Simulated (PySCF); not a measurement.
C₂H₆FNSi₂, SMILES F[Si@H]1C=C[Si@H]1N.

Geometry optimised at B3LYP-D3(BJ)/def2-SVP. The structure was generated by enumeration; whether it is a known compound was not checked. The values are those of a single conformer.

Level of theory: SMD-PBE0/def2-SVP run with PySCF.

Solvation free energies are E(SMD) − E(gas) at the gas-phase geometry, for 1 M in both phases. In vacuum the dipole moment is 1.76 D.

Q: Rank water, toluene, chloroform by solvation free energy, most negative first.

A: chloroform (-3.1 kcal/mol), toluene (-1.8 kcal/mol), water (0.0 kcal/mol)
